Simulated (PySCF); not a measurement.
Species: C₅H₃F₄S (charge -1).
Z-matrix (Å and degrees, GFN2-xTB geometry), rows numbered from 1:
```
C 
C   1  1.5058
C   2  1.4253  1  116.31
F   3  1.3768  2  114.90  1    20.36
C   3  1.3452  2  132.40  1  -156.80
F   5  1.3564  3  123.09  2  -177.48
F   5  1.3384  3  127.90  2     5.52
C   2  1.3725  1  119.51  3   177.35
F   8  1.3725  2  116.54  1  -172.72
S   8  1.6674  2  127.52  1     5.03
H   1  1.0912  2  111.03  3    58.96
H   1  1.0864  2  108.72  3   179.04
H   1  1.0911  2  110.85  3   -61.17
```

The closed-shell SCF was solved with PySCF and density fitting under several settings on one GFN2-xTB geometry (grid level 2 and gas phase unless stated).

```json
{"settings": "PBE0/pcSseg-1", "basis functions": "192", "SCF cycles": "14", "E (Eh)": "-989.0967", "HOMO (eV)": "-0.83", "LUMO (eV)": "3.84"}
{"settings": "revPBE/def2-SVPD, IEF-PCM benzene", "basis functions": "243", "SCF cycles": "17", "E (Eh)": "-989.1763", "HOMO (eV)": "-2.30", "LUMO (eV)": "0.62"}
{"settings": "revPBE/ANO-RCC-VDZP, IEF-PCM methanol, fitting basis def2-universal-jkfit", "basis functions": "159", "SCF cycles": "12", "E (Eh)": "-989.6647", "HOMO (eV)": "-3.80", "LUMO (eV)": "-0.79"}
{"settings": "PBE0/def2-SVPD, damping 0.3 at the start, DIIS from the seventh cycle, start guess sap", "basis functions": "243", "SCF cycles": "26", "E (Eh)": "-988.6441", "HOMO (eV)": "-1.09", "LUMO (eV)": "3.47"}
{"settings": "OPBE/pcseg-1, grid level 4, start guess vsap", "basis functions": "159", "SCF cycles": "19", "E (Eh)": "-989.4310", "HOMO (eV)": "0.08", "LUMO (eV)": "3.10"}
{"settings": "KT3/ANO-RCC-VDZP, energy threshold 1e-06 Eh, fitting basis def2-universal-jkfit", "basis functions": "159", "SCF cycles": "9", "E (Eh)": "-1000.5300", "HOMO (eV)": "0.01", "LUMO (eV)": "2.99"}
```

Q: Estimate the row for these settings: BP86/3-21G.

A: 
| settings | basis functions | SCF cycles | E (Eh) | HOMO (eV) | LUMO (eV) |
| --- | --- | --- | --- | --- | --- |
| BP86/3-21G | 100 | 16 | -984.7349 | 0.60 | 3.65 |

Q: Over all rows, what range does the HOMO–LUMO gap span?

A: From 2.92 eV (revPBE/def2-SVPD, IEF-PCM benzene) to 4.67 eV (PBE0/pcSseg-1). The functional of the narrowest has no exact exchange, that of the widest 25 % exact exchange.

Q: Compare two rows with the functional PBE0: PBE0/pcSseg-1 and PBE0/def2-SVPD, damping 0.3 at the start, DIIS from the seventh cycle, start guess sap. Which energy is lower, and by how much?

A: PBE0/pcSseg-1 (192 functions) lies 0.4526 Eh or 284 kcal/mol below PBE0/def2-SVPD, damping 0.3 at the start, DIIS from the seventh cycle, start guess sap (243 functions). The smaller set gives the lower energy; the two sets aren't nested, so the variational bound doesn't order them by size.

Cycle counts include a coarse-grid stage where the run had one. KT3 was designed for NMR shieldings or shifts; total energies of different functionals aren't comparable. ANO-RCC sets were contracted for a scalar-relativistic Hamiltonian, but ran non-relativistically here. The HOMO energy is positive at BP86/3-21G, KT3/ANO-RCC-VDZP and OPBE/pcseg-1; such an orbital is held in place by the finite basis. One conformer (not necessarily the lowest) at the GFN2-xTB geometry, without vibrations or thermal averaging.
